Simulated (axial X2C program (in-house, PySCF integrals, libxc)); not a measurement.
## Spin–orbit effects down a group: molecules with Co, PBE0

Computed with an axial X2C code built on PySCF integrals, spin-free (one-electron X2C) or two-component (2c: spin–orbit coupling with atomic mean-field Coulomb and Gaunt terms, which also bring small scalar terms), in Dyall basis sets with cores contracted in-house; open shells are unrestricted.

Basis sets: Be dyall-cv3z, Ca dyall-cv3z, Co dyall-cv3z, Mg dyall-cv3z, Sr dyall-cv3z.

```tsv
molecule	spin-free state	Re (Å)	ωe (cm⁻¹)	De (eV)	2c state	Re 2c (Å)	ωe 2c (cm⁻¹)	De 2c (eV)
BeCo	M_S = 3/2, Λ = 2	2.118	457.7	1.11	Ω = 7/2	2.118	457.5	n/a
MgCo	M_S = 3/2, Λ = 3	2.566	227.9	0.31	Ω = 7/2	2.559	225.2	n/a
CaCo	M_S = 3/2, Λ = 2	2.770	183.0	0.89	Ω = 7/2	2.770	182.9	n/a
SrCo	M_S = 3/2, Λ = 2	2.920	141.0	0.85	Ω = 7/2	2.920	141.0	n/a
```

Each entry is the lowest single determinant of a limited PBE0 search at one distance. De goes to single-determinant-based atoms at the same level (for ions the charge split of lowest energy) and is withheld (n/a) where an atom does not fit its ground term or J level. Main or longest-lived isotopes. One determinant is a doubtful description, or other states lie close, for BeCo, MgCo, CaCo, SrCo; these need not be ground states, and all values refer to the states named. With several unpaired electrons the Ω given is that of one determinant, not necessarily of the lowest component. The functionals have no current term, which raises determinants with orbital currents. Where the atoms have a lower orbital projection than the molecule, De at mean-field level may be about a tenth of an eV too small. The lowest determinant changes configuration between the Hamiltonians for MgCo, so two states are compared there.
